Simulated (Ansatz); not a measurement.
Consider the substitution at a C–O bond: `CC(C)[O][Sn][O]C(C)C` + `[NH2][In]([Cl])[Cl]` → `CC(C)[NH][In]([Cl])[Cl]` + `CC(C)[O][Sn][OH]`.

Gas-phase electronic energies from Ansatz, PBE0-D4/def2-TZVP geometries. CCSD(T)/CBS is the MP2 limit (def2-TZVPP, def2-QZVPP) plus CCSD(T) − MP2 in def2-TZVPP, frozen cores. DFT in def2-TZVPP. Elements past krypton have def2 core potentials. For In, Sn outer-core shells are correlated without core-valence functions, which leaves a few kJ/mol of doubt a bond. Each species was taken in one conformer, which may not be the lowest.

| species | r2SCAN-D4 energy (Eh) |
| --- | --- |
| `CC(C)[O][Sn][O]C(C)C` | -601.89539 |
| `[NH2][In]([Cl])[Cl]` | -1166.64239 |
| `CC(C)[NH][In]([Cl])[Cl]` | -1284.54550 |
| `CC(C)[O][Sn][OH]` | -483.99034 |

Problem. Work out ΔE.

Solution. ΔE = (-1284.54550) + (-483.99034) − (-601.89539) − (-1166.64239) = 0.00194 Eh = +1.2 kcal/mol. CCSD(T)/CBS gives +0.1 kcal/mol.

Largest T1 diagnostic among the species: 0.016.

The D4 term adds −1.0 kcal/mol with B3LYP and −0.4 kcal/mol with PBE0; it sums over pairs of atoms, weighted by their polarisabilities, and B3LYP, whose exchange is more repulsive, gets the larger term. In def2-TZVPP, CCSD(T) changes the Hartree–Fock value by −3.2 kcal/mol (the triples alone add −0.3 kcal/mol) and MP2 by −4.2 kcal/mol.

B3LYP here is the variant with VWN-RPA as its local correlation; programs differ in this.
